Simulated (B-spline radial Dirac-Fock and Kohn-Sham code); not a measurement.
## Tc 3d5/2: cross section and angular parameters

System: atomic technetium in the configuration [Kr] 4d5 5s2; threshold 253.9 eV (tabulated edge). Calculated with a B-spline atomic structure program, using Dirac-Hartree-Slater photoionisation with a Latter tail; cross sections with all multipoles, angular parameters from the dipole term and its interference with E2.

| hν (eV) | σ (kb) | β | γ | δ |
| --- | --- | --- | --- | --- |
| 268 | 439 | 1.830 | 0.061 | -0.001 |
| 273 | 837 | 1.348 | 0.042 | -0.002 |
| 399 | 2070 | 0.599 | -0.040 | 0.011 |
| 400 | 2060 | 0.603 | -0.040 | 0.011 |
| 445 | 1760 | 0.747 | -0.038 | 0.015 |
| 522 | 1310 | 0.917 | -0.022 | 0.021 |
| 725 | 620 | 1.127 | 0.050 | 0.033 |
| 757 | 557 | 1.145 | 0.064 | 0.035 |
| 1010 | 261 | 1.213 | 0.174 | 0.046 |
| 1253.6 | ? | ? | ? | ? |
| 1570 | 72.7 | 1.199 | 0.397 | 0.067 |
| 1830 | 45.3 | 1.170 | 0.485 | 0.077 |
| 2000 | 34.2 | 1.149 | 0.537 | 0.084 |
| 2050 | 31.6 | 1.143 | 0.552 | 0.086 |
| 3130 | 7.69 | 1.011 | 0.808 | 0.129 |
| 3610 | 4.67 | 0.960 | 0.895 | 0.148 |
| 3710 | 4.24 | 0.950 | 0.911 | 0.153 |
| 4160 | 2.82 | 0.907 | 0.978 | 0.171 |
| 5120 | 1.32 | 0.827 | 1.095 | 0.209 |
| 8047.8 | 0.235 | 0.659 | 1.325 | 0.319 |
| 9070 | 0.147 | 0.616 | 1.378 | 0.356 |
| 13700 | 0.0278 | 0.478 | 1.529 | 0.507 |
| 15000 | 0.0191 | 0.449 | 1.554 | 0.546 |

Q: Give the values at Mg Kα (1253.6 eV).

A: σ = 142 kb, β = 1.221, γ = 0.277, δ = 0.055.
